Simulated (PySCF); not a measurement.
Compound: C5H6BF3O2.
Geometry (PBE0-D3(BJ)/def2-SVP, Å), atoms numbered from 1 in this order:
```xyz
17
C5H6BF3O2 angstrom
F      2.2339   -1.1483   -0.7842
C      2.5400   -0.2935    0.1608
F      3.8304   -0.1715    0.3209
C      1.6210    0.3586    0.8707
F      2.0210    1.2265    1.8036
C      0.1394    0.2062    0.7041
C     -0.3869    0.8352   -0.5819
C     -1.8632    0.5316   -0.7389
O     -2.1122   -0.8546   -0.6445
B     -1.2891   -1.6443    0.0883
O     -0.2103   -1.1620    0.7680
H     -0.3016    0.7269    1.5737
H     -0.2086    1.9211   -0.5682
H      0.1709    0.4181   -1.4363
H     -2.4524    1.0571    0.0340
H     -2.2308    0.8755   -1.7177
H     -1.5182   -2.8245    0.1490
```

The closed-shell ground state was solved at several levels (PySCF, density fitting, gas phase, non-relativistic).

| level | basis functions | HOMO (eV) | LUMO (eV) | gap (eV) | dipole (D) |
| --- | --- | --- | --- | --- | --- |
| PBE0/def2-SVPD | 283 | -7.49 | 0.15 | 7.64 | 2.78 |
| B3LYP/pcJ-1 | 357 | -7.17 | -0.02 | 7.15 | 2.87 |
| PBE0/pcSseg-1 | 217 | -7.38 | 0.25 | 7.63 | 2.86 |

Estimate the row for CAM-B3LYP/pcSseg-2, a basis of 480 functions; the other rows only guide the guess.

HOMO -8.81 eV, LUMO 0.88 eV, gap 9.69 eV, dipole 2.80 D.

Over all these levels, which gives the widest orbital gap and which the narrowest?

CAM-B3LYP/pcSseg-2 (range-separated hybrid) has the widest, 9.69 eV, and B3LYP/pcJ-1 (global hybrid, 20 % exact exchange) the narrowest, 7.15 eV. Functional and basis both differ between the two, so the spread mixes both effects.

How far do the dipole and the HOMO energy spread over the levels?

The dipole runs from 2.78 to 2.87 D (mean 2.83 D) and the HOMO from -8.81 to -7.17 eV.

One conformer stands for the species.
